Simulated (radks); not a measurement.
Tc+, 42 electrons, occupied as [Kr] 4d5 5s1 (the NIST ground configuration). Method: Dirac Kohn-Sham, PBEsol, spin-unpolarised, spherical densities, point nucleus; open shells fill j = l - 1/2 first; computed with a radial shooting solver on a logarithmic mesh with Libxc functionals.

Normalised radial functions P(r) = r R(r) (large component), r in bohr:

| r | 5p1/2 |
|---|---|
| 0.004389 | 0.0029 |
| 0.006815 | 0.0058 |
| 0.01067 | 0.0118 |
| 0.01656 | 0.0231 |
| 0.02572 | 0.0429 |
| 0.04025 | 0.0722 |
| 0.0625 | 0.0985 |
| 0.09705 | 0.0883 |
| 0.1519 | -0.0008 |
| 0.2358 | -0.1287 |
| 0.3662 | -0.1255 |
| 0.5732 | 0.1014 |
| 0.89 | 0.2577 |
| 1.382 | 0.0232 |
| 2.163 | -0.4100 |
| 3.358 | -0.5744 |
| 5.214 | -0.3551 |
| 8.161 | -0.0875 |
| 12.67 | -0.0063 |

5p1/2 (empty): eigenvalue -6.984 eV, 3 radial nodes at r = 0.151, 0.484, 1.42 bohr, <r> = 3.76 bohr, 90 % of the charge inside 5.59 bohr.
